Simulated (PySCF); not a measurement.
PySCF input for C₅H₆Se, SMILES C1CC(=C)[Se]C=1, PBE/pcSseg-1. Geometry: PBE-D3(BJ)/def2-SVP. Other conformers were not sampled.

```python
import numpy as np
from pyscf import gto, scf, dft
from pyscf.prop.nmr import rks as nmr

mol = gto.M(
    atom='''
    C     0.84280644    2.22857895    0.00000000
    C     0.06963480    1.12516760   -0.00000000
    C    -1.45406687    1.09524034   -0.00000000
    C    -1.94863611   -0.32508571   -0.00000000
    C    -1.01623636   -1.29758682    0.00000000
    Se    0.78333777   -0.66869514   -0.00000000
    H     1.94144991    2.18081995   -0.00000000
    H     0.38029324    3.22856685   -0.00000000
    H    -1.84222739    1.64746867   -0.88633759
    H    -1.84222739    1.64746868    0.88633759
    H    -3.02724265   -0.54624683    0.00000001
    H    -1.20454124   -2.38032864    0.00000000
    ''',
    basis='pcSseg-1',
    charge=0,
    spin=0,
    max_memory=1600,
    verbose=3,
)
mf = dft.RKS(mol, xc='pbe')
mf.grids.level = 3
mf.conv_tol = 1e-10
mf.max_cycle = 100
mf.kernel()
n = nmr.NMR(mf)
n.verbose = 2
n.max_cycle_cphf = 60
sigma = n.kernel()
print('atom   isotropic/ppm   span/ppm')
for i, s in enumerate(sigma):
    w = np.linalg.eigvalsh((s + s.T) / 2)
    print(f'{mol.atom_symbol(i):2s}{i + 1:3d} {w.mean():14.3f} {w[2] - w[0]:11.3f}')
```

Output:

```
converged SCF energy = -2594.76534878036
atom   isotropic/ppm   span/ppm
C   1         67.472     193.608
C   2         13.799     160.111
C   3        128.589      54.413
C   4         51.070     159.127
C   5         41.141     156.724
Se  6       1135.391     971.035
H   7         25.597       8.491
H   8         25.327       8.298
H   9         27.202       8.979
H  10         27.202       8.979
H  11         25.500       5.721
H  12         24.847       3.915
```

Self-consistency was reached.
